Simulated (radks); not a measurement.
Initial-state core-level shifts of neutral potassium when its valence configuration changes from [Ar] 4s1. Method: non-relativistic Kohn-Sham, PBE, spin-polarised, spherical densities, point nucleus; open shells are filled with parallel spins first; computed with a radial shooting solver on a logarithmic mesh with Libxc functionals. Shifts are changes of the shell-averaged eigenvalues in eV (positive: less bound); the change of the density at the nucleus, which sets a Mossbauer isomer shift, is in e/bohr^3, on a base of 4545.

valence          1s      2p      3s      3p  density at nucleus
3d1          -1.572  -1.475  -1.422  -1.429             -1.0098
4p1          -1.468  -1.468  -1.454  -1.432             -0.9975
3d0.5 4s0.5  -0.949  -0.909  -0.882  -0.883             -0.4518
3d0.5 4p0.5  -1.463  -1.410  -1.377  -1.371             -1.0057
4s0.5 4p0.5  -0.744  -0.744  -0.738  -0.728             -0.4929
